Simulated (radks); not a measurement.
Results of a calculation; reference values are marked as such.
Valence configurations of Pd3+ (all share [Kr]). Level of theory: scalar-relativistic Kohn-Sham, PBE, spin-unpolarised, spherical densities, point nucleus (a radial shooting solver on a logarithmic mesh with Libxc functionals). Energies are relative to 4d7; eigenvalues in eV.

valence          E (eV)    e(4d)    e(5p)    e(5s)
4d7               0.000  -41.639        -        -
4d6.5 5p0.5       9.594  -44.314  -24.323        -
4d6 5s1          12.207  -45.888        -  -32.503
4d6 5s0.5 5p0.5  16.093  -46.448  -25.061  -32.854
4d5.5 5s1.5      19.199  -48.058        -  -33.465
4d6 5p1          20.000  -47.003  -25.370        -
4d5.5 5s1 5p0.5  23.191  -48.610  -25.808  -33.809
4d4.5 5s2 5p0.5  39.229  -52.998  -27.282  -35.699
4d5 5p2          43.288  -52.393  -27.428        -
4d4.5 5s1 5p1.5  47.681  -54.054  -27.855  -36.339

NIST lists [Kr] 4d7 as the ground configuration; this level of theory agrees among the configurations tried. The energies are those of spherical spin-averaged densities, not of single terms.
